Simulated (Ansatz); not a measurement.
GeCl2. Total charge 0; singlet. Geometry B3LYP-D4/def2-TZVP, basis def2-TZVP, Ansatz.

```xyz
3

Ge    0.560   -0.585    0.475
Cl   -1.548   -0.052    0.833
Cl    0.988    0.637   -1.309
```

| run | HOMO (eV) | LUMO (eV) |
| --- | --- | --- |
| A | -8.37 | -3.15 |
| B | -9.42 | -2.14 |
| C | -10.22 | -1.19 |
| D | -8.16 | -3.15 |
| E | -7.04 | -3.86 |
| F | -7.35 | -3.86 |

The structure comes from a short search, and lower isomers may exist.

Problem. The runs used CAM-B3LYP, PBE, PBE0, r2SCAN, r2SCAN0, ωB97M-V. Estimate which is which.

Solution. A r2SCAN0 (25 % exact exchange); B CAM-B3LYP (range-separated); C ωB97M-V (range-separated); D PBE0 (25 % exact exchange); E PBE (0 % exact exchange); F r2SCAN (0 % exact exchange). Exact exchange lowers occupied and raises empty levels; among semilocal functionals meta-GGAs tend to open the gap a little, and such runs are hard to tell apart. The gap grows from 3.18 eV (PBE) to 9.04 eV (ωB97M-V).
